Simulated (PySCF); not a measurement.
Sn(OH)2 (H2O2Sn), SMILES [OH][Sn][OH] (connectivity only; charge and spin as stated), neutral, multiplicity 1.

Geometry: B3LYP-D3(BJ)/def2-TZVP. The def2 effective core potentials stand for the cores of Sn; spin–orbit coupling is left out. The values are those of a single conformer.

Level of theory: TDA-B3LYP/def2-SVPD in PySCF.

Vertical excitations. Gas-phase values at a fixed geometry. State labels are in the subgroup Cs.

Computed UV-visible absorptions:
```json
[
 {"state": "S1", "symmetry": "A\"", "energy (eV)": "4.52", "λ (nm)": "274", "f": "0.081", "main pairs": "HOMO→LUMO 95 %"},
 {"state": "S2", "symmetry": "A'", "energy (eV)": "5.25", "λ (nm)": "236", "f": "0.004", "main pairs": "HOMO−1→LUMO 84 %"},
 {"state": "S3", "symmetry": "A\"", "energy (eV)": "5.47", "λ (nm)": "226", "f": "0.001", "main pairs": "HOMO−3→LUMO 99 %"},
 {"state": "S4", "symmetry": "A'", "energy (eV)": "5.89", "λ (nm)": "211", "f": "0.017", "main pairs": "HOMO−2→LUMO 73 %"},
 {"state": "S5", "symmetry": "A\"", "energy (eV)": "6.39", "λ (nm)": "194", "f": "0.015", "main pairs": "HOMO−1→LUMO+1 97 %"},
 {"state": "S6", "symmetry": "A'", "energy (eV)": "6.46", "λ (nm)": "192", "f": "0.258", "main pairs": "HOMO→LUMO+1 67 %, HOMO−2→LUMO 11 %"},
 {"state": "S7", "symmetry": "A'", "energy (eV)": "6.89", "λ (nm)": "180", "f": "0.274", "main pairs": "HOMO→LUMO+2 82 %"},
 {"state": "S8", "symmetry": "A\"", "energy (eV)": "6.99", "λ (nm)": "177", "f": "0.000", "main pairs": "HOMO−1→LUMO+2 62 %, HOMO−2→LUMO+1 37 %"},
 {"state": "S9", "symmetry": "A\"", "energy (eV)": "7.12", "λ (nm)": "174", "f": "0.000", "main pairs": "HOMO−2→LUMO+1 58 %, HOMO−1→LUMO+2 35 %"},
 {"state": "S10", "symmetry": "A'", "energy (eV)": "7.20", "λ (nm)": "172", "f": "0.082", "main pairs": "HOMO→LUMO+3 70 %, HOMO−3→LUMO+1 27 %"},
 {"state": "T1", "symmetry": "A\"", "energy (eV)": "3.36", "λ (nm)": "369", "f": "0", "main pairs": "HOMO→LUMO 99 %"},
 {"state": "T2", "symmetry": "A'", "energy (eV)": "4.36", "λ (nm)": "285", "f": "0", "main pairs": "HOMO−1→LUMO 99 %"},
 {"state": "T3", "symmetry": "A'", "energy (eV)": "4.96", "λ (nm)": "250", "f": "0", "main pairs": "HOMO−2→LUMO 95 %"},
 {"state": "T4", "symmetry": "A'", "energy (eV)": "5.06", "λ (nm)": "245", "f": "0", "main pairs": "HOMO→LUMO+1 93 %"}
]
```
Triplets are in the Tamm–Dancoff approximation.
